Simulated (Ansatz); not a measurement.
Geometry optimisation, Ansatz, RKS r2SCAN/6-31G*.

Input file:

```yaml
crystal:
  periodic: [false, false, false]
  atoms:
    - { symbol: B, position_ang: [-0.129418, -0.243118, -0.025101] }
    - { symbol: C, position_ang: [1.217343, -0.401441, 0.813234] }
    - { symbol: C, position_ang: [-0.118974, -0.482372, -1.581733] }
    - { symbol: C, position_ang: [-1.494339, -0.079888, 0.745374] }
    - { symbol: H, position_ang: [1.274641, 1.906295, 0.278397] }
    - { symbol: Cl, position_ang: [0.540563, 2.837257, -0.279581] }
    - { symbol: H, position_ang: [2.140212, -0.138626, 0.275569] }
    - { symbol: H, position_ang: [1.218707, 0.069372, 1.80622] }
    - { symbol: H, position_ang: [1.307587, -1.486113, 1.004221] }
    - { symbol: H, position_ang: [-0.485092, -1.508595, -1.759225] }
    - { symbol: H, position_ang: [-0.82351, 0.172097, -2.111183] }
    - { symbol: H, position_ang: [0.866506, -0.407142, -2.05748] }
    - { symbol: H, position_ang: [-1.426892, 0.607659, 1.5984] }
    - { symbol: H, position_ang: [-1.747555, -1.062828, 1.17851] }
    - { symbol: H, position_ang: [-2.33968, 0.217543, 0.114478] }
basis:
  gaussian: { orbitals: "6-31G*" }
hamiltonian:
  xc: r2scan
relax:
  f_tol: 0.03
  max_steps: 50
```

Run as:

```bash
$ ansatz run input.yaml --threads 2 --pin off --max-ram 3072MiB --backend cpu --events-out ev --progress --plain --runs-dir out
```

Where does it end, and by what steps?

It converged. The force dipped under the threshold on the way, but the program's further checks kept it going. After 30 steps the energy has fallen by 0.041 eV; H15 moved furthest, 0.80 Å.

```
step  energy less start (eV)  largest force component (eV/Å)  accepted
   0                  0.0000                           0.423       yes
   2                  0.1438                           3.083        no
   4                 -0.0181                           0.083       yes
   6                 -0.0216                           0.258       yes
   8                 -0.0284                           0.100       yes
  10                 -0.0301                           0.046       yes
  12                 -0.0313                           0.242        no
  14                 -0.0340                           0.015       yes
  16                 -0.0364                           0.067       yes
  18                 -0.0377                           0.093       yes
  20                 -0.0387                           0.045       yes
  22                 -0.0393                           0.116       yes
  24                 -0.0401                           0.009       yes
  26                 -0.0352                           0.383        no
  28                 -0.0409                           0.054       yes
  30                 -0.0411                           0.008       yes
```

```xyz
15
Properties=species:S:1:pos:R:3
B -0.152 -0.405 -0.044
C 1.213 -0.405 0.756
C -0.139 -0.542 -1.611
C -1.502 -0.233 0.748
H 1.121 1.929 0.389
Cl 0.726 3.104 0.032
H 2.095 -0.071 0.191
H 1.191 0.081 1.742
H 1.405 -1.473 0.967
H -0.983 -1.119 -2.009
H -0.263 0.478 -2.017
H 0.797 -0.930 -2.033
H -1.636 0.849 0.924
H -1.477 -0.687 1.748
H -2.397 -0.578 0.218
```

The run took 2 min on 2 threads of Arm Neoverse V1 (shared host), peak memory 0.17 GiB.
